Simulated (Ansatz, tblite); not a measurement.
Cost and result up the ladder for the cluster SiSe₂ (the lowest singlet isomer of a short search) (3 atoms). Charge 0, multiplicity 1. Geometry: PBE-D4/def2-TZVP.

```xyz
3

Si    0.000    0.000    0.000
Se   -1.444   -0.758   -1.281
Se    1.444    0.758    1.281
```

Ansatz on 4 threads of Arm Neoverse V1 on a shared host; xTB runs through tblite on one thread. Times are rough, summed over both states, and most runs start from the orbitals of an earlier one. CCSD(T)/def2-TZVPP serves as the yardstick here, not as an exact answer. Differences are given only for rows in sets of like size (and for xTB, whose basis is part of the method), since another set adds its own error. The other state is a triplet at its own geometry.

The 6-31G sets use Cartesian d functions. The xTB rows come from tblite. B3LYP takes the VWN-RPA correlation. Correlated methods freeze 23 core orbitals; core or outer-core shells of Se are correlated, in sets that lack core-valence functions. In CCSD on the charge 0 triplet the largest single amplitude is 0.19, so its Hartree–Fock determinant may place the open shell otherwise than the density functionals do. At PBE0-D4/def2-TZVP a singlet of charge 0 lies 1.40 eV below the triplet, each at its own geometry. The structure comes from a short search, and lower isomers may exist.

Correlated methods converge slowly with the basis.

xTB has no spin-polarisation term.

| level | functions | wall time |
| --- | --- | --- |
| GFN1-xTB | 27 | 0.006 s |
| GFN2-xTB | 27 | 0.007 s |
| LDA (SPW92)/def2-TZVP | 133 | 1.5 s |
| HF/6-31G | 71 | 1.6 s |
| B3LYP-D4/6-31G | 71 | 2.5 s |
| revPBE-D4/def2-TZVP | 133 | 2.8 s |
| PBE-D4/def2-TZVP (with forces) | 133 | 2.9 s |
| RPA@PBE/def2-TZVP | 133 | 4.4 s |
| PBE0-D4/def2-TZVP | 133 | 5.2 s |
| BHLYP-D4/def2-TZVP | 133 | 6.5 s |
| r2SCAN-D4/def2-TZVP | 133 | 6.7 s |
| CAM-B3LYP-D4/def2-TZVP | 133 | 7.1 s |
| r2SCAN0-D4/def2-TZVP | 133 | 12 s |
| CCSD(T)/def2-TZVPP | 138 | 21 s |

(1) Estimate what each level gives for the triplet − singlet (eV).

## Answers

(1) 
```tsv
level	triplet − singlet (eV)	difference from CCSD(T)/def2-TZVPP (eV)
GFN1-xTB	2.80	1.19
GFN2-xTB	1.92	0.31
LDA (SPW92)/def2-TZVP	1.55	-0.06
HF/6-31G	0.56	–
B3LYP-D4/6-31G	1.08	–
revPBE-D4/def2-TZVP	1.31	-0.30
PBE-D4/def2-TZVP (with forces)	1.35	-0.25
RPA@PBE/def2-TZVP	1.43	-0.18
PBE0-D4/def2-TZVP	1.40	-0.21
BHLYP-D4/def2-TZVP	1.36	-0.25
r2SCAN-D4/def2-TZVP	1.40	-0.21
CAM-B3LYP-D4/def2-TZVP	1.43	-0.18
r2SCAN0-D4/def2-TZVP	1.39	-0.22
CCSD(T)/def2-TZVPP	1.61	0.00
```
